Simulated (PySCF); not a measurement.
**Two-component Hartree-Fock for Mo¹³⁺ (molybdenum, charge +13)**

Start: [Ar] 3d10 4s1; 4s1/2 filled at m_j = +1/2. Calculated with PySCF 2.14 in an uncontracted even-tempered set (18 s from 0.58 bohr⁻², ratio 2.8; 13 p from 0.75 bohr⁻², ratio 2.8; 9 d from 1.3 bohr⁻², ratio 2.8; 4 f from 3.7 bohr⁻², ratio 3): generalised Hartree-Fock with the X2C-1e Hamiltonian and a Gaussian nucleus; spin-orbit coupling (SO) screened by Boettger's factors.

| spinor shell | electrons | ε, screened SO (eV) | weight of nominal j (screened SO) | rms radius, screened SO (bohr) |
| --- | --- | --- | --- | --- |
| 1s1/2 | 2 | -20391.8 | 1.000 | 0.0404 |
| 2s1/2 | 2 | -3193.1 | 1.000 | 0.166 |
| 2p1/2 | 2 | -2952.2 | 1.000 | 0.145 |
| 3s1/2 | 2 | -794.70 | 1.000 | 0.453 |
| 3p1/2 | 2 | -701.15 | 0.999 | 0.451 |
| 3p3/2 | 4 | -682.25 | 1.000 | 0.461 |
| 3d3/2 | 4 | -519.30 | 0.995 | 0.441 |
| 3d5/2 | 6 | -515.72 | 0.997 | 0.444 |
| 4s1/2 | 1 | -301.06 | 1.000 | 1.03 |

Where does 2p3/2 lie, and what is the 2p spin-orbit splitting (screened SO)?

At -2844.0 eV, 108.24 eV above 2p1/2.

```json
{"quantity": "E (hartree)", "screened SO": "-3989.67772"}
{"quantity": "M_J", "screened SO": "1/2"}
{"quantity": "⟨J²⟩", "screened SO": "0.750"}
{"quantity": "⟨L²⟩", "screened SO": "0.006"}
{"quantity": "⟨S²⟩", "screened SO": "0.756"}
```

Each row is a mean over spinors that exchange with the open shell spreads, by up to 2.128 eV (3s1/2).

Breit and QED terms are absent; they matter most for the inner s and p1/2 levels.

Densities and radii are taken from the X2C orbitals without a picture-change correction, which distorts them close to the nucleus.
